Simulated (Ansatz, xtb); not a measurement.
**Two isomers of AlH2IMgO**

We compare X, `[MgH][O][AlH][I]`, a singlet, with Y, `[AlH2][O][Mg][I]`, a singlet. Both are isolated molecules in the gas phase, relaxed with r2SCAN-D4/def2-SVP; the shapes shown needn't be the lowest conformers.

X (Å):

```xyz
6

Al   -1.6413   -1.4208    1.7532
I    -0.6562   -0.4452    3.8268
Mg    0.6875   -2.6876   -0.5107
O    -0.6116   -2.0619    0.5910
H     1.8653   -3.2829   -1.5673
H    -3.2124   -1.3968    1.6162
```

Y (Å):

```xyz
6

Al   -0.3007   -3.0742   -0.0901
I    -1.4255    1.3770    3.8421
Mg   -0.9510   -0.5053    2.1828
O    -0.6166   -1.8285    1.0145
H    -1.3940   -3.4450   -1.1845
H     1.0843   -3.8531   -0.0157
```

Quicker runs give these differences E(Y) − E(X): GFN2-xTB +5.7 kcal/mol; HF/STO-3G −16.4 kcal/mol (at GFN2-xTB geometries); r2SCAN-D4/def2-SVP//GFN2-xTB −11.3 kcal/mol.

**Question.** Estimate E(Y) − E(X) at the level CCSD(T)/def2-TZVP.

**Answer.** Calculated at CCSD(T)/def2-TZVP: E(Y) − E(X) = −9.8 kcal/mol, so structure Y lies lower.

The same difference at several levels:

```json
{"level": "GFN2-xTB", "geometry": "GFN2-xTB", "E(Y) − E(X) (kcal/mol)": "+5.7", "departure from the last row (kcal/mol)": "+15.5", "job, with rough time for the two": "optimisation, 0.24 s"}
{"level": "HF/STO-3G", "geometry": "GFN2-xTB", "E(Y) − E(X) (kcal/mol)": "−16.4", "departure from the last row (kcal/mol)": "−6.6", "job, with rough time for the two": "single point, 0.54 s"}
{"level": "r2SCAN-D4/def2-SVP//GFN2-xTB", "geometry": "GFN2-xTB", "E(Y) − E(X) (kcal/mol)": "−11.3", "departure from the last row (kcal/mol)": "−1.5", "job, with rough time for the two": "single point, 2.9 s"}
{"level": "r2SCAN-D4/def2-SVP", "geometry": "r2SCAN-D4/def2-SVP", "E(Y) − E(X) (kcal/mol)": "−9.1", "departure from the last row (kcal/mol)": "+0.7", "job, with rough time for the two": "optimisation, 28 s"}
{"level": "HF/def2-TZVP", "geometry": "r2SCAN-D4/def2-SVP", "E(Y) − E(X) (kcal/mol)": "−12.6", "departure from the last row (kcal/mol)": "−2.8", "job, with rough time for the two": "part of the CCSD(T) run"}
{"level": "MP2/def2-TZVP", "geometry": "r2SCAN-D4/def2-SVP", "E(Y) − E(X) (kcal/mol)": "−9.9", "departure from the last row (kcal/mol)": "−0.1", "job, with rough time for the two": "part of the CCSD(T) run"}
{"level": "CCSD(T)/def2-TZVP", "geometry": "r2SCAN-D4/def2-SVP", "E(Y) − E(X) (kcal/mol)": "−9.8", "departure from the last row (kcal/mol)": "", "job, with rough time for the two": "single point, 2 min"}
```

As drawn, Y has 1 I–Mg, 1 Al–H in place of 1 Al–I, 1 Mg–H.

GFN2-xTB puts the two in the other order. The largest departure from CCSD(T)/def2-TZVP is that of GFN2-xTB, 15.5 kcal/mol.

With harmonic frequencies from r2SCAN-D4/def2-SVP (ideal gas, rigid rotor, one conformer each, 298.15 K, 1 atm): on the last row, ΔE + ΔZPE = −9.2 kcal/mol. A mode under 50 cm⁻¹ makes harmonic enthalpies and free energies unreliable, so none is given.

The correlated steps freeze 11 core orbitals; the filled d shell of I is correlated; the last core shell of Mg is correlated, in a basis made for valence electrons. Atoms past krypton carry core potentials in the def2 sets, other sets are all-electron and non-relativistic, and no spin–orbit term is included. Codes used: Ansatz 0.2.0, xtb 6.7.1; the last row on 2 threads of Arm Neoverse V2 on a shared host.
